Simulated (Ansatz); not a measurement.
# Energy profile

The step: Si₂H₅F ([F][SiH2][SiH3]) + H₂S → Si₂H₆S ([SiH3][SiH2][SH]) + HF; bonds formed: Si1–S7, F2–H6; bonds broken: Si1–F2, H6–S7 (atoms numbered as in the saddle structure below).

```
11
angstrom
Si -0.6614 -0.0071 -0.6588
F -0.1284 -1.7490 -0.0052
H -0.6735 1.2837 -1.4387
H -1.9438 -0.6146 -1.0830
Si -0.2518 0.7684 1.5094
H 0.7892 -1.6945 -0.9425
S 1.1700 -0.7513 -2.0284
H -0.7688 -0.1440 2.5607
H 1.2286 0.8765 1.6653
H -0.8292 2.1274 1.6953
H 2.0690 -0.0955 -1.2742
```

Electronic energies by CCSD(T) at an estimated basis limit (MP2 extrapolated from triple and quadruple zeta, plus CCSD(T) − MP2 in triple zeta), on PBE0-D4/def2-TZVP structures; Si$_{2}$H$_{7}$SF, singlet; no counterpoise correction. Ansatz 0.2.0; basis: def2-TZVPP and def2-QZVPP; cores frozen in the correlated methods. Extrapolation: Hartree–Fock as exp(−7.88 √X), correlation as X^−2.97.

Give the profile in kcal/mol, counted from the separated reactants. (To be estimated.)

By the calculation:
```
                                                                                                                                point  kcal/mol
separated: Si$_{2}$H$_{5}$F (linked as [F][SiH2][SiH3]; Si1, F2, H3, H4, Si5, H8, H9, H10; singlet) + H$_{2}$S (H6, S7, H11; singlet)      0.00
                                                                                                                      start structure     -2.34
                                                                                                                               saddle     41.79
                                                                                                                        end structure      9.44
     separated: Si$_{2}$H$_{6}$S (linked as [SiH3][SiH2][SH]; Si1, H3, H4, Si5, S7, H8, H9, H10, H11; singlet) + HF (F2, H6; singlet)     14.66
```

The T1 diagnostic stays at or below 0.014.

For scale, one of the runs: CCSD(T)/def2-TZVPP, 255 basis functions, launched by `ansatz run in.yaml --threads 4 --pin off --events-out ev --progress --plain --max-ram 9574MiB`. The run took 2.2 min on 4 CPU threads of an Arm Neoverse V1 (shared host), with 5.2 GiB of host memory at its peak.
